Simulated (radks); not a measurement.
Problem. Species: Gd2+. Configuration: [Xe] 4f7 5d0.5 6p0.5 (fractional occupations, a model configuration). All-electron calculation, Dirac Kohn-Sham, PBE, spin-unpolarised, spherical densities, finite nucleus; open shells fill j = l - 1/2 first; Fermi nuclear charge, rms radius 5.1569 fm. Program: a radial shooting solver on a logarithmic mesh with Libxc functionals. Some entries of the table are withheld. Estimate them.

orbital  occ.  eigenvalue (eV)  <r> (bohr)  r(max) (bohr)
1s1/2       2        -50057.52     0.02191        0.01392
2s1/2       2        -8273.833     0.09275        0.07917
2p1/2       2        -7857.681         (1)        0.05981
2p3/2       4        -7161.838         (2)        0.06564
3s1/2       2        -1845.914      0.2440         0.2245
3p1/2       2        -1665.445      0.2336         0.2117
3p3/2       4        -1522.708      0.2467         0.2240
3d3/2       4        -1210.914      0.2187            (3)
3d5/2       6        -1179.816      0.2228            (4)
4s1/2       2        -384.0386      0.5529         0.5160
4p1/2       2        -313.7604      0.5649         0.5204
4p3/2       4        -282.0133      0.5943         0.5465
4d3/2       4              (5)      0.6303         0.5543
4d5/2       6              (6)      0.6407         0.5628
5s1/2       2         -65.1150       1.330          1.197
5p1/2       2         -45.6945       1.484          1.302
5p3/2       4         -41.2761       1.573          1.377
4f5/2       6         -24.4422      0.8542            (7)
4f7/2       1         -23.6865      0.8661            (8)
5d3/2     0.5         -16.6370       2.291          1.832
5d5/2       0         -16.2570       2.337          1.869
6p1/2     0.5         -11.8806       3.980          3.583
6p3/2       0         -11.3013       4.163          3.769

Solution. 
(1) 2p1/2 <r> (bohr): 0.07746
(2) 2p3/2 <r> (bohr): 0.08430
(3) 3d3/2 r(max) (bohr): 0.1780
(4) 3d5/2 r(max) (bohr): 0.1815
(5) 4d3/2 eigenvalue (eV): -166.2021
(6) 4d5/2 eigenvalue (eV): -160.4641
(7) 4f5/2 r(max) (bohr): 0.5650
(8) 4f7/2 r(max) (bohr): 0.5699
